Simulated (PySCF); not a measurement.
Excitations are Tamm–Dancoff values on a coarser integration grid. The basis has no diffuse functions, so Rydberg states are missing or too high.

Z-matrix (Å, degrees):
```
C
C 1 1.5376
H 2 1.1012 1 112.71
H 2 1.1015 3 108.66 1 125.87
C 2 1.5324 3 113.61 4 127.18
H 5 1.0996 2 116.21 3 -63.33
C 5 1.5309 6 113.85 2 -117.01
H 7 1.1006 5 110.87 6 44.08
H 7 1.1008 8 107.36 5 123.13
C 5 1.5358 6 113.62 7 -125.08
H 10 1.1001 5 112.29 6 77.72
H 10 1.1004 11 107.88 5 123.11
C 10 1.5421 11 112.75 12 120.55
H 13 1.1041 10 114.13 11 2.28
C 13 1.5079 14 106.39 1 -117.90
O 15 1.2015 13 125.79 14 -128.40
H 15 1.1233 16 120.44 12 179.92
B 1 1.5482 2 123.03 3 47.11
H 18 1.2103 1 120.01 2 -23.92
H 18 1.2119 19 118.76 1 173.01
C 7 1.5534 8 110.73 9 122.51
H 21 1.0995 7 113.23 8 -123.84
H 21 1.1032 22 107.07 1 122.16
```
Charge 0, spin multiplicity 1.

What is the computed LUMO, dipole moment, S1 excitation (TDA), total energy, T1 excitation (TDA), HOMO–LUMO gap, S1–T1 gap (TDA) and HOMO (PBE0-D4/def2-TZVP // PBE0-D4/def2-SVP (PySCF 2.14.0))?


```json
{
  "LUMO": "-1.43 eV",
  "dipole_moment": "2.81 D",
  "S1 excitation (TDA)": "4.33 eV",
  "total_energy": "-412.3883 Ha",
  "T1 excitation (TDA)": "3.70 eV",
  "HOMO–LUMO gap": "5.94 eV",
  "S1–T1 gap (TDA)": "0.63 eV",
  "HOMO": "-7.37 eV"
}
```
